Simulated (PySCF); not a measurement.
# Correlation energy of Sr (strontium, neutral)

[Kr] 5p2, high-spin 3P determinant (an excited configuration). Computed with PySCF 2.14 in aug-cc-pwCVTZ-X2C with one added diffuse shell each of s, p, d, f type (11s10p8d4f, 109 functions), with scalar relativity by spin-free X2C-1e. Frozen: [Ar] 3d10; 10 electrons correlated.

```csv
level,correlation energy (mhartree)
CCSD,-217.39
(T),-8.83
CCSD(T),-226.22
```

Diagnostics: T1 = 0.021, D1 = 0.0657, largest double amplitude 0.179.

Problem. Is a single reference adequate?

Solution. Not fully. A double-excitation amplitude exceeds 0.15, a sign of near-degeneracy.
